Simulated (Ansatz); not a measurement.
Relaxation of FGeH₅O₄ (11 atoms, charge 0, multiplicity 1), to a largest force component of 0.03 eV/Å in at most 50 steps.

Level of theory: RKS PBE-D4/def2-SVP (Ansatz).

```xyz
11
Properties=species:S:1:pos:R:3
Ge 0.384 0.313 -0.241
F -1.004 0.144 2.286
O 1.557 0.061 -1.564
H 1.646 -0.903 -1.701
O -0.954 1.387 -0.689
H -1.593 0.903 -1.246
O -0.097 -1.346 0.199
H -0.589 -1.267 1.044
O 1.231 1.237 1.025
H 2.191 1.122 0.899
H -0.260 0.653 2.530
```

Problem. Where does it end, and by what steps?

Solution. The forces met the threshold. The force dipped under the threshold on the way, but the program's further checks kept it going. After 13 steps the energy has fallen by 0.263 eV; F2 moved furthest, 0.83 Å.

| step | energy less start (eV) | largest force component (eV/Å) | accepted |
| --- | --- | --- | --- |
| 0 | 0.0000 | 0.596 | yes |
| 1 | -0.0830 | 1.403 | yes |
| 2 | -0.1889 | 0.768 | yes |
| 3 | -0.2184 | 0.706 | yes |
| 4 | -0.2436 | 0.078 | yes |
| 5 | -0.2067 | 0.606 | no |
| 6 | -0.2517 | 0.080 | yes |
| 7 | -0.2564 | 0.182 | yes |
| 8 | -0.2587 | 0.086 | yes |
| 9 | -0.2607 | 0.047 | yes |
| 10 | -0.2618 | 0.043 | yes |
| 11 | -0.2625 | 0.058 | yes |
| 12 | -0.2627 | 0.023 | yes |
| 13 | -0.2629 | 0.021 | yes |

```xyz
11
Properties=species:S:1:pos:R:3
Ge 0.215 0.328 -0.353
F -0.389 -0.227 2.708
O 1.557 0.010 -1.479
H 1.778 -0.941 -1.433
O -0.940 1.486 -1.030
H -1.557 1.028 -1.633
O -0.469 -1.207 0.199
H -0.614 -1.105 1.179
O 0.882 1.219 1.088
H 1.854 1.290 1.021
H 0.196 0.424 2.276
```

Whether the end is a true minimum wasn't checked by a vibrational analysis.

Run time: 22 s on 4 threads of Arm Neoverse V1 (shared host), peak memory 0.19 GiB.
